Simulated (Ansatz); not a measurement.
C3H8Si can be A, `C=C(C)[SiH3]`, or B, `C=CC[SiH3]`.

Computed with Ansatz on PBE0-D4/def2-TZVP structures; ΔE is electronic, products minus reactants. CCSD(T)/CBS adds triple-zeta CCSD(T) − MP2 to the extrapolated MP2 energy (def2 sets, frozen cores). DFT in def2-TZVPP. B3LYP here is the variant with VWN-RPA as its local correlation; programs differ in this. Each species was taken in one conformer, which may not be the lowest.

A:

Z-matrix (Å, degrees):
```
C
C 1 1.499
H 1 1.095 2 111.1
H 1 1.093 2 111.6 3 -120.8
H 1 1.095 2 111.1 3 118.3
Si 2 1.869 1 118.5 3 -58.7
C 2 1.332 1 122.0 3 121.3
H 6 1.490 2 110.4 1 -58.6
H 6 1.490 2 110.5 1 59.9
H 6 1.486 2 109.9 1 -179.4
H 7 1.085 2 122.1 1 180.0
H 7 1.089 2 121.5 1 -0.0
```

B:

```xyz
12

C     0.5582   -1.6723    1.0420
C    -0.3667   -0.7974    0.6675
C    -0.4576   -0.1573   -0.6741
Si    0.0881    1.6475   -0.6108
H     1.3258   -2.0165    0.3554
H     0.5794   -2.0754    2.0472
H    -1.1120   -0.4819    1.3955
H    -1.4867   -0.1795   -1.0491
H     0.1689   -0.6809   -1.4025
H     1.5304    1.7306   -0.2627
H    -0.1320    2.3037   -1.9290
H    -0.6958    2.3794    0.4205
```

**Question.** Which is lower in electronic energy at CCSD(T)/CBS, and by how much? (Best estimate.)

**Answer.** Ansatz gave: A, by 0.6 kcal/mol.

**Question.** Give E(B) − E(A) in kcal/mol with CCSD/def2-TZVPP, BLYP-D4, CCSD(T)/def2-SVP, B3LYP, LDA (SPW92), PBE0-D4, MP2/def2-TZVPP. (Estimate.)

**Answer.** The calculation gave: CCSD/def2-TZVPP 0.5, BLYP-D4 0.8, CCSD(T)/def2-SVP 0.9, B3LYP 0.3, LDA (SPW92) 0.4, PBE0-D4 0.4, MP2/def2-TZVPP 0.7. None reverses the order clearly.

**Question.** Does the order hold for the free energy at 298.15 K (harmonic terms from PBE0-D4)? (Estimate.)

**Answer.** Computed: Too close to call: G(B) − G(A) = +0.5 kcal/mol, for one conformer each.

Largest T1 diagnostic: 0.011.

Leaving LDA and LC-ωPBE aside and taking each functional with its dispersion term where it has one, the values, not all of them listed here, spread over 0.5 kcal/mol, from r2SCAN0-D4 to BLYP-D4.
